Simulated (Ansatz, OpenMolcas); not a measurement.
# How methods differ on C2H6Te (dimethyl telluride)

C2H6Te has 9 atoms, charge 0, and is taken as a singlet. SMILES: `C[Te]C`. The coordinates come from a PBE0-D4/def2-TZVP relaxation.

Each level gives the HOMO–LUMO gap (eV). The values are calculated.

```tsv
level	kind	program	value (eV)	CPU time
revPBE/def2-SVP (core potential)	GGA	Ansatz	3.59	5.7 s
M06-L/def2-SVP (core potential)	meta-GGA	OpenMolcas	3.90	57 s
r2SCAN/def2-SVP (core potential)	meta-GGA	OpenMolcas	3.99	53 s
M06-2X/def2-SVP (core potential)	hybrid meta-GGA	OpenMolcas	7.39	51 s
r2SCAN0/def2-SVP (core potential)	hybrid meta-GGA	Ansatz	5.73	13 s
wB97M-V/def2-SVP (core potential)	range-separated hybrid	Ansatz	9.50	71 s
wB97X/def2-SVP (core potential)	range-separated hybrid	Ansatz	9.71	25 s
PBE-QIDH/def2-SVP (core potential)	double hybrid	Ansatz	8.81	9 s
```

The values span 3.59 to 9.71 eV. Orbital gaps aren't excitation energies, and those of double hybrids come from the SCF part alone; they tend to grow with the share of exact exchange. CPU times are rough (shared hosts, several kinds of processor and program).
